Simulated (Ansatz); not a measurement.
Energy difference R1 → P1 + 4 P2, each structure at its B3LYP-D3(BJ)/def2-TZVP stationary point, reached from a drawn start (curvature not checked).
R1: CF4 (SMILES FC(F)(F)F), charge 0, multiplicity 1.
P1: C atom, charge 0, multiplicity 3.
P2: F atom, charge 0, multiplicity 2.

P less R. No zero-point or thermal terms; singlets are restricted closed shells; open shells are unrestricted; no spin–orbit coupling.

Frozen-core correlation throughout. CBS: X⁻³ extrapolation of the correlation energy, Hartree–Fock from the larger set.

The values were computed with Ansatz (Gaussian orbitals). No computed number here is a measurement.

The comparison value is 20.712 eV (CCSD(T)/CBS(cc-pVTZ, cc-pVQZ)). It is a level with limits of its own, not the exact answer.

Question: Order these levels by how close they come to the comparison value for the reaction energy, closest first: CCSD(T)/cc-pVTZ, BHLYP/def2-TZVPP, CAM-B3LYP/def2-TZVPP. Give each level's value less the comparison value.

Answer: CAM-B3LYP/def2-TZVPP (0.094 eV), CCSD(T)/cc-pVTZ (-0.611 eV), BHLYP/def2-TZVPP (-1.756 eV)

Ansatz is an electronic-structure program.
